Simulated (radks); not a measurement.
These are the eigenvalues of the occupied orbitals of an atom or ion with whole-number occupations (eV). All-electron calculation, non-relativistic Kohn-Sham, PBE, spin-unpolarised, spherical densities, point nucleus. Program: a radial shooting solver on a logarithmic mesh with Libxc functionals.

| orbital | eigenvalue |
|---|---|
| 1s | -4377.903 |
| 2s | -476.5407 |
| 2p | -394.7244 |
| 3s | -61.4097 |
| 3p | -40.5863 |
| 3d | -10.0968 |
| 4s | -9.6698 |

Which element is it, and in what charge state? The configuration may be excited.

Answer. Z = 21, scandium, charge +1: Sc+ in [Ar] 3d1 4s1. The list shows which subshells hold electrons but not how many an open one holds; the 1s level, -160.88 hartree, gives Z - s = 17.9 by -(Z - s)^2/2, which with screening narrows Z to a few neighbours, and the depths of the outer levels then fix element, charge and occupations together.
